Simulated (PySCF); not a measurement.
Electronic absorption of C9H10O

Species: C₉H₁₀O.
Atom-mapped SMILES: `[CH2:1]=[CH:2][c:3]1[cH:4][c:5]([CH3:6])[cH:7][cH:8][c:9]1[OH:10]` (hydrogens: H11, H12 on C1; H13 on C2; H14 on C4; H15, H16, H17 on C6; H18 on C7; H19 on C8; H20 on O10)

Structure used (PBE0-D3(BJ)/def2-SVP), in Å, numbered top down from 1:
```
atom  x, y, z in Å
C1     2.253   -1.897    0.186
C2     1.887   -0.669   -0.201
C3     0.511   -0.171   -0.329
C4    -0.553   -1.011   -0.689
C5    -1.858   -0.546   -0.841
C6    -2.967   -1.465   -1.267
C7    -2.090    0.820   -0.627
C8    -1.061    1.679   -0.268
C9     0.238    1.193   -0.108
O10    1.193    2.069    0.276
H11    1.517   -2.647    0.492
H12    3.304   -2.191    0.211
H13    2.685    0.034   -0.478
H14   -0.335   -2.065   -0.882
H15   -2.750   -2.510   -1.000
H16   -3.119   -1.430   -2.359
H17   -3.922   -1.187   -0.798
H18   -3.102    1.219   -0.743
H19   -1.243    2.740   -0.085
H20    1.991    1.583    0.511
```

Computed, not measured: PySCF, TDDFT B3LYP/def2-SVPD, vertical, gas phase, core orbitals frozen in the response.

Q: Predict the UV-vis stick spectrum at this level.

A: 

```json
{"state": "S1", "λ (nm)": "298.8", "E (eV)": "4.15", "f": "0.105", "|μ| (D)": "2.58", "main configurations (H = HOMO, L = LUMO)": "H→L (88%)"}
{"state": "S2", "λ (nm)": "250.0", "E (eV)": "4.96", "f": "0.183", "|μ| (D)": "3.12", "main configurations (H = HOMO, L = LUMO)": "H-1→L (79%), H→L+1 (12%)"}
{"state": "S3", "λ (nm)": "229.6", "E (eV)": "5.40", "f": "0.077", "|μ| (D)": "1.94", "main configurations (H = HOMO, L = LUMO)": "H→L+1 (46%), H→L+2 (20%), H-1→L (10%)"}
{"state": "S4", "λ (nm)": "223.1", "E (eV)": "5.56", "f": "0.025", "|μ| (D)": "1.08", "main configurations (H = HOMO, L = LUMO)": "H→L+2 (76%), H→L+1 (10%)"}
{"state": "S5", "λ (nm)": "211.6", "E (eV)": "5.86", "f": "0.077", "|μ| (D)": "1.86", "main configurations (H = HOMO, L = LUMO)": "H→L+3 (62%), H→L+4 (19%), H→L+1 (10%)"}
{"state": "S6", "λ (nm)": "209.0", "E (eV)": "5.93", "f": "0.101", "|μ| (D)": "2.12", "main configurations (H = HOMO, L = LUMO)": "H→L+4 (67%), H-1→L+1 (14%), H→L+1 (11%)"}
{"state": "S7", "λ (nm)": "197.6", "E (eV)": "6.27", "f": "0.023", "|μ| (D)": "0.99", "main configurations (H = HOMO, L = LUMO)": "H-1→L+2 (69%), H→L+5 (17%)"}
{"state": "S8", "λ (nm)": "197.2", "E (eV)": "6.29", "f": "0.205", "|μ| (D)": "2.93", "main configurations (H = HOMO, L = LUMO)": "H-2→L (43%), H-1→L+1 (20%), H-1→L+3 (18%)"}
{"state": "S9", "λ (nm)": "194.3", "E (eV)": "6.38", "f": "0.022", "|μ| (D)": "0.96", "main configurations (H = HOMO, L = LUMO)": "H→L+5 (55%), H-1→L+2 (16%)"}
{"state": "S10", "λ (nm)": "194.0", "E (eV)": "6.39", "f": "0.095", "|μ| (D)": "1.98", "main configurations (H = HOMO, L = LUMO)": "H-1→L+1 (33%), H→L+5 (22%), H→L+3 (10%)"}
```

Triplets (Tamm–Dancoff): T1 3.17 eV, H→L (76%), H-1→L (16%); T2 3.76 eV, H-1→L (62%), H→L (19%), H→L+1 (9%); T3 4.13 eV, H→L+1 (70%), H-1→L (12%); T4 4.59 eV, H-2→L (38%), H→L+3 (13%), H-1→L+1 (12%).

The lowest singlet lies at 4.15 eV (299 nm, ultraviolet) and is of moderate strength; its leading configuration is HOMO→LUMO (88%). The most intense listed level is S8 at 6.29 eV (197 nm, f = 0.205), 2.14 eV above S1. Löwdin shares by element: HOMO carbon 44% or more, oxygen 15% (atoms not listed hold the other 40%); LUMO carbon 59% or more (atoms not listed hold the other 41%). Orbital energies (eV): HOMO-3 -9.20, HOMO-2 -8.32, HOMO-1 -6.73, HOMO -6.04, LUMO -1.32, LUMO+1 -0.14, LUMO+2 0.32. The listed states span 2.24 eV, and the widest gap between neighbours is 0.81 eV (S1 to S2). Of the 10 states listed, 10 reach f = 0.01 and none stays under 0.0005. The vertical ionisation energy (ΔSCF) is 7.88 eV, 1.49 eV above S10. Singlets were solved by full linear response, triplets in the Tamm–Dancoff approximation.

Hardware: an Arm Neoverse V1 with one thread, shared host. Cost: 7.0 min of wall time.

One conformer stands for the species.
